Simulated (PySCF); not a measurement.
GeHO, SMILES [OH+]=[Ge] (connectivity only; charge and spin as stated), charge +1, multiplicity 1.

Geometry optimised at ωB97X-D3(BJ)/def2-TZVP. The isomer is the one that the SMILES or the coordinates give; other isomers of the formula were not compared.

Calculation: TDDFT-M06-2X/def2-TZVPD (PySCF 2.14.0).

Vertical excitations; the highest root listed may be one member of a degenerate set.  State labels are in the subgroup C2v.

| state | symmetry | energy (eV) | λ (nm) | f | main pairs |
|---|---|---|---|---|---|
| S1 | A2 | 6.71 | 185 | 0.000 | HOMO−1→LUMO 49 %, HOMO−2→LUMO+1 49 % |
| S2 | A2 | 7.04 | 176 | 0.000 | HOMO−2→LUMO+1, HOMO−1→LUMO (degenerate set) |
| S3 | A1 | 7.04 | 176 | 0.000 | HOMO−1→LUMO+1, HOMO−2→LUMO (degenerate set) |
| S4 | B1 | 7.31 | 170 | 0.219 | HOMO→LUMO (degenerate set) |
| S5 | B2 | 7.31 | 170 | 0.219 | HOMO→LUMO+1 (degenerate set) |
| S6 | A1 | 8.85 | 140 | 0.102 | HOMO−2→LUMO 46 %, HOMO−1→LUMO+1 46 %, HOMO→LUMO+2 7 % |
| S7 | B1 | 9.99 | 124 | 0.064 | HOMO−2→LUMO+2 (degenerate set) |
| S8 | B2 | 9.99 | 124 | 0.064 | HOMO−1→LUMO+2 (degenerate set) |
| S9 | A1 | 10.90 | 114 | 0.941 | HOMO→LUMO+2 91 % |
| S10 | B1 | 12.17 | 102 | 0.000 | HOMO−2→LUMO+4 82 % |
| T1 | B2 | 4.57 | 271 | 0 | HOMO→LUMO+1 (degenerate set) |
| T2 | B1 | 4.57 | 271 | 0 | HOMO→LUMO (degenerate set) |
| T3 | A1 | 6.27 | 198 | 0 | HOMO−2→LUMO 48 %, HOMO−1→LUMO+1 48 % |
| T4 | A2 | 6.56 | 189 | 0 | HOMO−2→LUMO+1 49 %, HOMO−1→LUMO 49 % |
Triplets are in the Tamm–Dancoff approximation, which puts them higher than full response would, so one can lie above its singlet here.
